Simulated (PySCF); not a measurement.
SMILES [SnH3][Si](C)(C)C, singlet, GFN2-xTB optimised geometry.

```
17

Sn    -1.73    -0.14     0.00
Si     0.82    -0.14     0.00
C      1.40     1.64     0.30
C      1.40    -0.77    -1.69
C      1.40    -1.29     1.39
H     -2.49     1.35     0.00
H     -2.49    -0.89    -1.30
H     -2.49    -0.89     1.30
H      1.04     2.02     1.25
H      2.49     1.69     0.31
H      1.04     2.31    -0.48
H      1.04    -0.14    -2.50
H      1.04    -1.78    -1.89
H      2.49    -0.79    -1.74
H      1.04    -2.31     1.24
H      1.05    -0.96     2.36
H      2.49    -1.33     1.43
```

Density from PBE0/def2-SVP, def2 effective core potentials past Kr (PySCF) at that geometry. The core electrons that the potentials of Sn replace are not part of the density.

Minimum of the electron density along straight lines between bonded atoms, close to the bond critical point (lines longer than 1.1 times the sum of covalent radii, or with two minima, are not listed):

```tsv
bond	length / Å	ρ at the minimum / e bohr⁻³	∇²ρ there / e bohr⁻⁵	position (fraction from the first atom)
Sn1–Si2	2.548	0.077	-0.07	0.52
Si2–C3	1.897	0.111	0.32	0.38
Si2–C4	1.897	0.111	0.32	0.38
Si2–C5	1.897	0.111	0.32	0.38
Sn1–H6	1.677	0.113	0.17	0.63
Sn1–H7	1.677	0.113	0.17	0.63
Sn1–H8	1.677	0.113	0.17	0.63
C3–H9	1.086	0.272	-0.97	0.62
C3–H10	1.086	0.272	-0.97	0.62
C3–H11	1.086	0.272	-0.98	0.63
C4–H12	1.086	0.272	-0.97	0.62
C4–H13	1.086	0.272	-0.98	0.63
C4–H14	1.086	0.272	-0.97	0.62
C5–H15	1.086	0.272	-0.97	0.62
C5–H16	1.086	0.272	-0.98	0.63
C5–H17	1.086	0.272	-0.97	0.62
```
